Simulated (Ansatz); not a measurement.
`[CH3][Al]([F])[CH2]O` + H₂ → `[CH3][Al]([CH3])[F]` + H₂O  (hydrogenolysis of a C–O bond)

Isolated molecules relaxed with PBE0-D4/def2-TZVP in Ansatz; ΔE leaves out vibrations. CBS: MP2 limit from def2 TZ/QZ plus the TZ coupled-cluster correction, frozen cores. This one scheme is used for every species. Functionals use def2-TZVPP. B3LYP here is the variant with VWN-RPA as its local correlation; programs differ in this. Each species was taken in one conformer, which may not be the lowest.

```
         level  ΔE (kcal/mol)  difference from CCSD(T)/CBS
        PBE-D4          -32.6                          3.4
      B3LYP-D4          -33.4                          2.6
       ωB97X-V          -33.6                          2.4
       ωB97M-V          -34.4                          1.6
        B2PLYP          -35.0                          1.0
        r2SCAN          -34.3                          1.7
          PBE0          -35.2                          0.8
 HF/def2-TZVPP          -37.4                         -1.4
MP2/def2-TZVPP          -36.2                         -0.2
  HF/CBS(def2)          -37.6                         -1.6
   CCSD(T)/CBS          -36.0                            0
```

Largest T1 diagnostic among the species: 0.011.

In def2-TZVPP, CCSD(T) changes the Hartree–Fock value by +2.1 kcal/mol (the triples alone add +0.8 kcal/mol) and MP2 by +1.2 kcal/mol. The D4 term adds +1.1 kcal/mol with B3LYP and +0.6 kcal/mol with PBE0; it sums over pairs of atoms, weighted by their polarisabilities, and B3LYP, whose exchange is more repulsive, gets the larger term.
